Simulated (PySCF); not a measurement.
Electric field gradients and quadrupole coupling constants

Compound: C₅H₁₂N₂O.
Z-matrix (Å and degrees, GFN2-xTB geometry), rows numbered from 1:
```
C 
C   1  1.5104
O   2  1.2065  1  121.89
C   2  1.5142  1  115.55  3   178.19
C   4  1.5571  2  108.95  1   -69.27
N   5  1.4410  4  115.14  2   173.87
C   4  1.5335  2  110.44  1   168.30
N   7  1.4581  4  110.96  2  -168.88
H   1  1.0856  2  112.19  3   155.04
H   1  1.0873  2  109.49  3    32.20
H   1  1.0894  2  108.33  3   -84.78
H   4  1.0965  2  108.89  1    48.30
H   5  1.0934  4  109.25  2    52.41
H   5  1.0934  4  108.28  2   -65.35
H   6  1.0150  5  110.36  4   -62.85
H   6  1.0162  5  109.53  4    54.87
H   7  1.1017  4  108.41  2   -44.14
H   7  1.0926  4  108.93  2    72.37
H   8  1.0142  7  109.90  4  -173.62
H   8  1.0160  7  110.07  4    68.20
```

Field gradients from the PBE0/pcSseg-1 density (PySCF, non-relativistic), principal values in atomic units, ordered |Vxx| ≤ |Vyy| ≤ |Vzz|:

```
atom     Vxx     Vyy      Vzz
  O3  0.5107  1.4690  -1.9797
  N6  0.4383  0.7095  -1.1479
  N8  0.5012  0.6266  -1.1279
```

**Question.** Find the asymmetry η = (Vxx − Vyy)/Vzz and the couplings χ = eQV/h (234.96 MHz × Q in barn × V in au), with Q(17O) = −0.0256 b, Q(14N) = 0.02044 b.

**Answer.** 
```
atom             environment  nucleus     η  χzz (MHz)  χxx (MHz)  χyy (MHz)
  O3           ketone oxygen      17O  0.48      11.91      -3.07      -8.84
  N6  primary amine nitrogen      14N  0.24      -5.51       2.11       3.41
  N8  primary amine nitrogen      14N  0.11      -5.42       2.41       3.01
```

The tensor is traceless: Vxx + Vyy + Vzz = 0.

**Question.** What is Vzz at N6 in SI units (1 au = 9.71736 × 10²¹ V/m²)?

**Answer.** -1.1479 au = -11.154 × 10²¹ V/m².

**Question.** What couplings would deuterons (Q(2H) = 0.00286 b) have in place of the hydrogens, at this geometry?

**Answer.** 
```
atom  bonded to  bond length (Å)  Vzz (au)     η  χzz (kHz)
  H9         C1            1.086    0.3168  0.03        213
 H10         C1            1.087    0.3140  0.01        211
 H11         C1            1.089    0.3122  0.02        210
 H12         C4            1.096    0.2953  0.04        198
 H13         C5            1.093    0.2976  0.05        200
 H14         C5            1.093    0.2960  0.03        199
 H15         N6            1.015    0.4002  0.17        269
 H16         N6            1.016    0.3703  0.21        249
 H17         C7            1.102    0.2815  0.03        189
 H18         C7            1.093    0.2971  0.04        200
 H19         N8            1.014    0.4001  0.16        269
 H20         N8            1.016    0.3954  0.16        266
```

One conformer (not necessarily the lowest) at the GFN2-xTB geometry, without solvent, vibrations or thermal averaging. GFN2-xTB bond lengths can be off by several hundredths of an ångström, more for odd bonds, and the gradients follow them. The basis is small and wasn't made for field gradients, so the couplings can be 20 % off.

These values come from a run that also computed NMR shieldings. The run took 41 s of wall time (with the writing of density and orbital grids) on an Arm Neoverse V2 with one thread, shared host with 96 logical CPUs at a one-minute load of 62, and the process peaked at 0.88 GiB of memory.
